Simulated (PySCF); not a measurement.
- GFN2-xTB geometry
- NMR shieldings at PBE0/pcSseg-1/GIAO
- run in PySCF 2.14.0 with density-fitted response routines
- no relativistic terms, in vacuum, a single conformation, equivalent nuclei averaged

Chemical shifts δ = σref − σ; TMS for ¹H (σ = 31.72 ppm) and ¹³C (σ = 186.93 ppm), all at this level. Shifts are as computed. Against solution values, carbons near 30 ppm lie about +3 ppm off and those near 130 ppm about +5 ppm. Of 1211 compounds with measured shifts, 218 miss one by over three times the rms of a fit or turn the order of signals round; such compounds aren't used in these exercises. OH and NH positions are gas-phase values without hydrogen bonding to other molecules.

Task: Order these molecules by the shift of their most shielded carbon, lowest δ first.
A. C=Nc1ccc([SiH2]C)o1
B. Cc1ccccc1F
C. Cc1ccc(F)cc1
D. N[SiH2]Oc1ccccc1

Result: A (-9.6 ppm, methyl carbon bonded to Si), B (18.5 ppm, methyl carbon on an aromatic ring), C (23.4 ppm, methyl carbon on an aromatic ring), D (124.0 ppm, aromatic CH).

Task: How many ¹³C and ¹H signals does each give (equivalence by symmetry and fast rotation, but not about amide C–N or C=N bonds)? `N[SiH2]Oc1ccccc1`, `C#CC/C([SiH3])=C\CCC`, `Cc1ccc(F)cc1`, `Cc1ccccc1F`, `C=Nc1ccc([SiH2]C)o1`

Result: N[SiH2]Oc1ccccc1: 4 C, 5 H; C#CC/C([SiH3])=C\CCC: 8 C, 7 H; Cc1ccc(F)cc1: 5 C, 3 H; Cc1ccccc1F: 7 C, 5 H; C=Nc1ccc([SiH2]C)o1: 6 C, 6 H.
